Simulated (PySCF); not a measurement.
Molecular orbitals of SiPd

ωB97M-V at R = 2.094 Å; Si def2-TZVPP, Pd def2-TZVPP with ECP28; scalar-relativistic core potentials (PySCF 2.14). State: ¹Σ⁺ (singlet), closed shell. Only the outer orbitals are listed, counted within each symmetry, core potentials removing the inner ones.

| orbital | occ. | ε (eV) | on Si (%) | main shells (%) |
| --- | --- | --- | --- | --- |
| 6σ | 2 | -15.17 | 81 | 80 Si s, 13 Pd d |
| 7σ | 2 | -10.37 | 28 | 69 Pd d, 14 Si p, 13 Si s |
| 3π | 2 | -10.22 | 14 | 86 Pd d, 12 Si p |
| 3π | 2 | -10.22 | 14 | 86 Pd d, 12 Si p |
| 1δ | 2 | -9.40 | 0 | 100 Pd d |
| 1δ | 2 | -9.40 | 0 | 100 Pd d |
| 8σ | 2 | -6.86 | 57 | 57 Si p, 34 Pd s |
| 4π | 0 | -0.78 | 74 | 74 Si p, 17 Pd p, 9 Pd d |
| 4π | 0 | -0.78 | 74 | 74 Si p, 17 Pd p, 9 Pd d |
| 9σ | 0 | 0.28 | 18 | 67 Pd s, 20 Si p, 13 Pd p |

Problem. Which are the highest filled and the lowest empty level, where do they sit, and how wide is the gap?

Solution. Highest filled 8σ at -6.86 eV (in %: 57 Si p, 34 Pd s); lowest empty 4π at -0.78 eV (in %: 74 Si p, 17 Pd p, 9 Pd d); the gap at ωB97M-V is 6.08 eV.

- bond order (Mayer): 2.11
- ⟨S²⟩: 0.000
- charge on Si (Mulliken, basis-dependent): 0.08
- charge on Si (Löwdin, basis-dependent): 0.31
- dipole moment (positive dipole means Si(−)Pd(+)): 0.41 D

Spin–orbit coupling is left out.
